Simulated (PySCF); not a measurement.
Be(Cl)(Me) (CH₃BeCl), SMILES [CH3][Be][Cl]. Atoms are numbered in the order given.

```xyz
6

Be     0.0000     0.0000     0.4862
Cl     0.0000     0.0000    -1.3294
C      0.0000     0.0000     2.1587
H      0.8794    -0.5077     2.5679
H     -0.8794    -0.5077     2.5679
H      0.0000     1.0154     2.5679
```

Geometry optimised at r2SCAN-D4/def2-TZVP.

Method: B3LYP/pcJ-1 (PySCF).

Isotropic couplings with Fermi-contact, spin-dipole and both spin-orbit terms, one fixed conformer, no vibrational averaging. Isotopes: 13C, 1H.

| pair | bonds apart | J (Hz) |
|---|---|---|
| C3–H4 | 1 | 123.6 |
| C3–H5 | 1 | 123.6 |
| C3–H6 | 1 | 123.6 |
| H4–H5 | 2 | (withheld) |
| H4–H6 | 2 | (withheld) |
| H5–H6 | 2 | (withheld) |

Task: Some entries are withheld; supply them. (An estimate is asked for; the answer gives what the named calculation found.)

Result: 
- H4–H5, J (Hz): -16.2
- H4–H6, J (Hz): -16.2
- H5–H6, J (Hz): -16.2
